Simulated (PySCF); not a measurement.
F2H5NSi2, SMILES [SiH3]N[SiH](F)F.

Geometry optimised at TPSSh-D3(BJ)/def2-SVP. This is a generated structure with no PubChem entry under its InChIKey; it may be hypothetical. Other conformers were not sampled.

The numbers are results of PySCF with SMD-B3LYP/def2-SVP, not measurements.

Solvation free energies are E(SMD) − E(gas) at the gas-phase geometry, for 1 M in both phases. In vacuum the dipole moment is 2.01 D.

Q: Estimate the solvation free energies in water, 1-octanol, ethylethanoate. (The exact figures need the calculation; the answer reports its results.)

A: 
```json
[
 {"solvent": "water", "ΔG(solv) (kcal/mol)": "-0.3", "its non-electrostatic (CDS) part": "4.3", "dipole (D)": "2.30"},
 {"solvent": "1-octanol", "ΔG(solv) (kcal/mol)": "-3.2", "its non-electrostatic (CDS) part": "0.8", "dipole (D)": "2.27"},
 {"solvent": "ethylethanoate", "ΔG(solv) (kcal/mol)": "-3.1", "its non-electrostatic (CDS) part": "0.5", "dipole (D)": "2.25"}
]
```
